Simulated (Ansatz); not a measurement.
Consider the ligand exchange at the Si–C bond: `F[SiH2]C[SiH2]Cl` + `NCF` → `FCN[SiH2]F` + `C[SiH2]Cl`.

Program: Ansatz. Geometries: PBE0-D4/def2-TZVP. ΔE: electronic, gas phase. CCSD(T)/CBS is the MP2 limit (def2-TZVPP, def2-QZVPP) plus CCSD(T) − MP2 in def2-TZVPP, frozen cores. DFT in def2-TZVPP. B3LYP here is the variant with VWN-RPA as its local correlation; programs differ in this. Each species was taken in one conformer, which may not be the lowest.

`F[SiH2]C[SiH2]Cl`:

Cartesian coordinates in Å:
```
F 0.392 -2.697 1.114
Si -0.458 -1.489 0.497
C 0.679 -0.063 0.149
Si -0.112 1.452 -0.587
Cl 1.316 2.902 -0.891
H -1.493 -1.118 1.492
H -1.095 -1.981 -0.749
H 1.463 -0.403 -0.537
H 1.167 0.230 1.086
H -1.133 2.018 0.326
H -0.724 1.148 -1.902
```

`NCF`:

Cartesian coordinates in Å:
```
N -0.767 0.126 0.441
C 0.313 -0.271 -0.361
F 1.458 0.528 -0.205
H -0.566 0.060 1.429
H -1.096 1.056 0.222
H 0.617 -1.289 -0.108
H 0.042 -0.209 -1.417
```

`FCN[SiH2]F`:

Z-matrix (Å, degrees):
```
C
N 1 1.410
F 1 1.393 2 112.4
H 1 1.093 2 109.9 3 -118.8
H 1 1.093 2 111.3 3 119.0
Si 2 1.710 1 124.8 3 86.1
H 2 1.009 1 113.9 3 -76.5
F 6 1.598 2 114.5 1 -81.6
H 6 1.479 2 107.1 1 36.6
H 6 1.478 2 107.8 1 160.4
```

`C[SiH2]Cl`:

```xyz
8

C     0.618    0.576   -0.555
Si   -0.621   -0.445    0.378
Cl    0.305   -1.379    1.967
H     0.133    1.072   -1.400
H     1.425   -0.051   -0.940
H     1.053    1.341    0.091
H    -1.205   -1.508   -0.476
H    -1.710    0.394    0.935
```

| level | ΔE (kcal/mol) | difference from CCSD(T)/CBS |
| --- | --- | --- |
| PBE-D4 | -11.7 | 1.3 |
| r2SCAN-D4 | -12.8 | 0.2 |
| PBE0-D4 | -12.0 | 1.0 |
| B3LYP-D4 | -13.6 | -0.6 |
| ωB97X-V | -13.0 | 0.0 |
| ωB97M-V | -13.1 | -0.1 |
| B2PLYP | -13.9 | -0.9 |
| PBE | -11.9 | 1.1 |
| r2SCAN | -12.9 | 0.1 |
| PBE0 | -12.2 | 0.8 |
| B3LYP | -13.9 | -0.9 |
| HF/def2-TZVPP | -15.0 | -2.0 |
| MP2/def2-TZVPP | -13.4 | -0.4 |
| SCS-MP2/def2-TZVPP | -13.7 | -0.7 |
| CCSD/def2-TZVPP | -13.4 | -0.4 |
| CCSD(T)/def2-TZVPP | -13.2 | -0.2 |
| HF/def2-QZVPP | -15.2 | -2.2 |
| MP2/def2-QZVPP | -13.4 | -0.4 |
| SCS-MP2/def2-QZVPP | -13.8 | -0.8 |
| HF/CBS(def2) | -15.3 | -2.3 |
| MP2/CBS(def2) | -13.2 | -0.2 |
| CCSD/CBS(def2) | -13.3 | -0.3 |
| CCSD(T)/CBS | -13.0 | 0 |

Largest T1 diagnostic among the species: 0.011.

In def2-TZVPP, CCSD(T) changes the Hartree–Fock value by +1.9 kcal/mol (the triples alone add +0.3 kcal/mol) and MP2 by +1.7 kcal/mol.

CCSD(T)/CBS has its own doubt, a few kJ/mol and more with outer-core shells, so smaller differences from it don't rank the levels.
